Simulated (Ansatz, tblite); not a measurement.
Isomers of ZnAg6⁻ (doublet), found by a short tight-binding search and relaxed with PBE-D4/def2-SVPD in Ansatz.

In the def2 sets Ag takes a core potential; there is no spin–orbit coupling. The xTB rows come from tblite. LC-ωPBE has ω = 0.4 bohr⁻¹. Correlated methods freeze 9 core orbitals; core or outer-core shells of Ag are correlated, in sets that lack core-valence functions.

Run but left out: HF/def2-TZVPD, MP2/def2-TZVPD (A: ⟨S²⟩ 1.10, where a pure state has 0.75).

B: At PBE-D4/def2-SVP the highest occupied level of the charge -1 doublet lies above zero (up to 0.13 eV). It is a level of α spin, whose loss leaves a singlet; that state wasn't run at this geometry and level. The electron is either unbound and held by the finite basis, or the level is raised by self-interaction error.

Other spin states weren't relaxed.

A:

```xyz
7

Zn    0.317    1.281   -0.173
Ag   -1.476   -0.093    1.232
Ag    1.919   -0.455   -1.318
Ag    0.373    1.223   -2.896
Ag   -1.847    0.469   -1.415
Ag   -0.494   -1.680    3.267
Ag    1.209   -0.745    1.303
```

B:

Cartesian coordinates in Å:
```
Zn 0.9013 -0.2469 1.1523
Ag -0.8095 -2.1132 0.4761
Ag 0.7663 -0.7591 -1.4613
Ag -0.0448 1.7944 -0.2803
Ag -1.9030 -0.0847 -1.1222
Ag -1.5984 0.3739 1.6289
Ag 2.6881 1.0356 -0.3935
```

Problem. Estimate their order by electronic energy at RPA@PBE/def2-TZVPD, counted from the lowest.

Solution. B (0.0) < A (67.4), in kJ/mol.

Problem. Do the other levels pick the same lowest one?

Solution. Not GFN2-xTB. Energies above each level's lowest (kJ/mol):

```json
{"level": "GFN2-xTB", "A": "0.0", "B": "21.9"}
{"level": "PBE-D4/def2-SVP", "A": "41.5", "B": "0.0"}
{"level": "r2SCAN-D4/def2-SVP", "A": "47.8", "B": "0.0"}
{"level": "r2SCANh-D4/def2-SVP", "A": "47.4", "B": "0.0"}
{"level": "PBE0-D4/def2-SVP", "A": "44.3", "B": "0.0"}
{"level": "LC-ωPBE/def2-SVP", "A": "44.1", "B": "0.0"}
{"level": "RPA@PBE/def2-TZVPD", "A": "67.4", "B": "0.0"}
```
Point groups (tolerance 0.1 Å): A Cs, B Cs. Lower isomers may exist.
